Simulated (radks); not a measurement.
Q: Charge is removed step by step from the 3d up level of neutral manganese, starting from [Ar] 3d(up 5, down 0) 4s2. Level of theory: scalar-relativistic Kohn-Sham, LDA (Slater exchange, Perdew-Wang correlation), spin-polarised, spherical densities, finite nucleus; Fermi nuclear charge, rms radius 3.7057 fm (a radial shooting solver on a logarithmic mesh with Libxc functionals). At the starting occupation the eigenvalue is -8.312 eV. Estimate the energy to remove one whole electron from this level, the eigenvalue at the end, and how far E(n) bends from a straight line.

A: Delta-SCF 14.826 eV; final eigenvalue -21.922 eV; the deviation from the straight line is -1.704 eV at 0.5 electron removed, the largest on the grid computed. Slater's transition state (half an electron removed) gives 14.681 eV. Integrating minus the eigenvalue over the occupation (Janak's theorem) gives 14.826 eV. In this scalar-relativistic scheme the density is built from large components alone, so the theorem holds only approximately. The mean slope of the eigenvalue, de/dn, is 13.6 eV per electron.
